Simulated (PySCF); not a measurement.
**ReOF3 at several levels of theory**

Computed with PySCF 2.14.0 (density fitting, no spin-orbit coupling) at the geometry relaxed with PBE:

```xyz
5
ReOF3 (singlet)
Re    0.0470    0.0000   -0.0376
O     1.6818    0.0000   -0.4853
F    -0.0829    1.7697    0.4468
F    -1.7883    0.0000   -0.4642
F    -0.0829   -1.7697    0.4468
```

| level | basis | state | HOMO (eV) | gap (eV) | charge on Re1 (e) | dipole about the centre of mass (D) | largest force component (eV/Å) |
| --- | --- | --- | --- | --- | --- | --- | --- |
| PBE | Re def2-SVP with ECP60, O def2-SVP, F def2-SVP | singlet | -6.38 | 0.78 | 0.97 | 0.06 | 0.02 |
| PBE | Re def2-TZVP with ECP60, O def2-TZVP, F def2-TZVP | singlet | -6.43 | 0.75 | 1.16 | 0.10 | 0.14 |
| PBE | Re x2c-SVPall, O x2c-SVPall, F x2c-SVPall | singlet | -6.65 | 0.70 | 0.83 | 0.07 | 0.80 |

Charges are Mulliken's, which hang on the basis. The relaxation used the grid (50, 194), these runs (75, 302) or, all-electron (x2c bases, spin-free X2C Hamiltonian), (99, 590).

Question: Order these levels, in the first row's basis, by the HOMO–LUMO gap they give here, smallest first.
A. M06-L
B. HF
C. BLYP
D. B3LYP

Answer: C (0.84 eV), A (1.19 eV), D (2.84 eV), B (11.86 eV).

Question: And their other results?

Answer: 
```
level    state  HOMO (eV)  gap (eV)  charge on Re1 (e)  dipole about the centre of mass (D)  largest force component (eV/Å)
 BLYP  singlet      -6.29      0.84               0.96                                 0.07                            0.63
   HF  singlet     -12.77     11.86               1.88                                 0.28                            3.91
B3LYP  singlet      -7.86      2.84               1.17                                 0.18                            0.74
M06-L  singlet      -6.76      1.19               1.34                                 0.16                            0.64
```

In the first row's basis the gap widens with exact exchange: 0.8 to 1.2 eV for PBE, BLYP, M06-L (none); 2.8 eV for B3LYP (a fixed share); 11.9 eV for Hartree–Fock (rising or full at long range).

The gap of the closed shell is small, and it wasn't tested for a lower spin-broken solution at this geometry.

Small gap, closed shell not tested for a spin-broken solution: BLYP, PBE (small-core/TZVP), PBE (x2c-SVP).
